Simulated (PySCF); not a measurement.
Correlation energy of P (phosphorus, neutral)

[Ne] 3s2 3p3, high-spin 4S determinant. Calculation: PySCF 2.14, in aug-cc-pV(Q+d)Z (7s6p5d3f2g, 89 functions); the non-relativistic Hamiltonian (point nucleus). Frozen: [Ne]; 5 electrons correlated.

```csv
level,correlation energy (mhartree)
CCSD,-105.24
(T),-4.65
CCSD(T),-109.89
```

Diagnostics: T1 = 0.0050, D1 = 0.0105, largest double amplitude 0.038.

Task: Is a single reference adequate?

Result: Yes: T1 lies below 0.03 and no double amplitude reaches 0.07.
